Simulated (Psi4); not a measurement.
C5H12N (SMILES [CH2]N(CC)CC), doublet, at a GFN2-xTB geometry. Base run: SVWN/6-31G* in Psi4 1.11.

Geometry (Å):
```xyz
18

C     -0.1555    -0.2456    -1.7547
N      0.0631     0.0861    -0.4279
C      1.0064    -0.6763     0.3496
C      2.2321     0.1685     0.7102
C     -0.9831     0.7735     0.2814
C     -2.1814    -0.1238     0.6137
H     -0.7569     0.4458    -2.3167
H      0.6561    -0.7328    -2.2619
H      1.3264    -1.5463    -0.2288
H      0.5343    -1.0377     1.2708
H      2.7230     0.5165    -0.1949
H      1.9392     1.0360     1.2969
H      2.9382    -0.4212     1.2892
H     -0.5633     1.1853     1.2037
H     -1.3253     1.6066    -0.3399
H     -2.5879    -0.5423    -0.3033
H     -1.8810    -0.9428     1.2632
H     -2.9547     0.4522     1.1151
```
Charge 0, spin multiplicity 2.
Orbitals are unrestricted.
All else is at Psi4's defaults (density fitting; Cartesian or spherical functions as each basis is defined).

Each row names what was changed in the base input (with any setting that the change needs).

```json
[
 {"change": "base", "basis functions": "114", "E (Eh)": "-251.05031", "dipole (D)": "1.31", "core-seconds (rough)": "30"},
 {"change": "basis = STO-3G", "basis functions": "(withheld)", "E (Eh)": "(withheld)", "dipole (D)": "1.39", "core-seconds (rough)": "10"},
 {"change": "basis = 3-21G", "basis functions": "78", "E (Eh)": "-249.69179", "dipole (D)": "1.34", "core-seconds (rough)": "20"},
 {"change": "basis = 6-31+G*", "basis functions": "138", "E (Eh)": "-251.06253", "dipole (D)": "1.65", "core-seconds (rough)": "50"},
 {"change": "basis = cc-pVDZ", "basis functions": "144", "E (Eh)": "(withheld)", "dipole (D)": "1.36", "core-seconds (rough)": "40"},
 {"change": "basis = pcseg-1", "basis functions": "144", "E (Eh)": "-251.00820", "dipole (D)": "1.43", "core-seconds (rough)": "30"},
 {"change": "basis = def2-SVP", "basis functions": "144", "E (Eh)": "(withheld)", "dipole (D)": "1.39", "core-seconds (rough)": "40"},
 {"change": "basis = 6-31G**", "basis functions": "150", "E (Eh)": "-251.06493", "dipole (D)": "1.31", "core-seconds (rough)": "30"},
 {"change": "basis = 6-311G**", "basis functions": "180", "E (Eh)": "-251.12413", "dipole (D)": "1.36", "core-seconds (rough)": "40"},
 {"change": "basis = 6-311++G**", "basis functions": "216", "E (Eh)": "-251.12831", "dipole (D)": "1.61", "core-seconds (rough)": "90"},
 {"change": "basis = 6-311+G(2d,p)", "basis functions": "234", "E (Eh)": "-251.13370", "dipole (D)": "1.62", "core-seconds (rough)": "80"},
 {"change": "basis = aug-pcseg-1", "basis functions": "(withheld)", "E (Eh)": "(withheld)", "dipole (D)": "1.62", "core-seconds (rough)": "100"},
 {"change": "basis = def2-TZVPD", "basis functions": "330", "E (Eh)": "-251.15515", "dipole (D)": "1.56", "core-seconds (rough)": "200"}
]
```

Complete the blanks.


- basis = STO-3G, basis functions: 42
- basis = STO-3G, E (Eh): -247.95599
- basis = cc-pVDZ, E (Eh): -251.04976
- basis = def2-SVP, E (Eh): -250.87434
- basis = aug-pcseg-1, basis functions: 246
- basis = aug-pcseg-1, E (Eh): -251.02019

Totals compare only among sets that treat the same electrons; sets with core potentials leave the core out.

Open shells are given as the SCF converged; they aren't shown to be the lowest states, and a large step between rows can be another state.
